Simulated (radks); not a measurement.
Task: These are the eigenvalues of the occupied orbitals of an atom or ion with whole-number occupations (hartree). Calculated with a radial shooting solver on a logarithmic mesh with Libxc functionals: scalar-relativistic Kohn-Sham, XLYP, spin-polarised, spherical densities, point nucleus.

1s up: -1715.995
1s down: -1715.994
2s up: -280.5599
2s down: -280.5587
2p up: -250.2843
2p down: -250.2833
3s up: -61.62955
3s down: -61.56255
3p up: -52.16748
3p down: -52.10084
3d up: -39.35326
3d down: -39.30179
4s up: -12.46173
4s down: -12.29000
4p up: -9.35372
4p down: -9.18253
4d up: -4.99566
4d down: -4.82603
5s up: -1.84044
5s down: -1.74354
5p up: -1.09525
5p down: -1.02126
4f up: -0.35119
6s up: -0.32135

Which element is it, and in what charge state? The configuration may be excited. Open shells, if any, are filled with parallel spins first.

Result: Z = 62, samarium, charge +1: Sm+ in [Xe] 4f6 6s1. The list shows which subshells hold electrons but not how many an open one holds; the 1s level, -1716 hartree, gives Z - s = 58.6 by -(Z - s)^2/2, which with screening and relativity narrows Z to a few neighbours, and the depths of the outer levels then fix element, charge and occupations together.
